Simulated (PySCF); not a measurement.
Species: C₂H₇FOSi.
SMILES with atom numbers: `[OH:1][SiH2:2][CH2:3][CH2:4][F:5]` (hydrogens: H6 on O1; H7, H8 on Si2; H9, H10 on C3; H11, H12 on C4)

A GFN2-xTB structure with every atom displaced at random (by about 0.01 Å) was refined with PBE0-D3(BJ)/def2-SVP geometry optimisation, gas phase in PySCF 2.14.0. Values at the start:

```csv
coordinate,start
O1–Si2,1.613 Å
O1–H6,0.992 Å
Si2–C3,1.927 Å
Si2–H7,1.467 Å
Si2–H8,1.461 Å
C3–C4,1.484 Å
C3–H9,1.111 Å
C4–F5,1.367 Å
C4–H11,1.139 Å
O1–Si2–C3,111.7°
Si2–C3–C4,111.2°
C3–C4–F5,112.7°
O1–Si2–C3–C4,63°
Si2–C3–C4–F5,-58°
```

**Question.** How do these coordinates change at the PBE0-D3(BJ)/def2-SVP level?

**Answer.** 
| coordinate | PBE0-D3(BJ)/def2-SVP (Å or °) | change |
| --- | --- | --- |
| O1–Si2 | 1.663 | +0.050 |
| C4–H11 | 1.103 | -0.036 |
| Si2–C3 | 1.892 | -0.035 |
| Si2–H7 | 1.499 | +0.032 |
| Si2–H8 | 1.489 | +0.028 |
| C3–C4 | 1.512 | +0.028 |
| O1–H6 | 0.965 | -0.027 |
| C4–F5 | 1.391 | +0.024 |
| C3–H9 | 1.103 | -0.008 |
| C3–C4–F5 | 110.1 | -2.6 |
| Si2–C3–C4 | 112.9 | +1.7 |
| O1–Si2–C3 | 110.0 | -1.7 |
| Si2–C3–C4–F5 | -47 | +11 |
| O1–Si2–C3–C4 | 64 | +1 |

The energy falls by 5.3 kcal/mol over 9 energy and gradient evaluations, the largest force component goes from 0.0458 to 1.8e-04 Eh/bohr, and the atoms move by 0.108 Å rms after alignment. The bond that changes most is O1–Si2 (silanol oxygen to oxygen-bound silicon), which lengthens by 0.050 Å. Bonds longer at the end by more than 0.005 Å: 7 of 11; shorter: 4. Among the dihedrals that turn most is H9–C3–C4–F5, from 62° to 74°. Rotational constants go from 6175, 2757, 2088 to 5971, 2864, 2136 MHz.

The run used 109 basis functions and 57 SCF cycles in all.

Whether it is a minimum is left open (no frequencies). The numbers are those of one conformer.
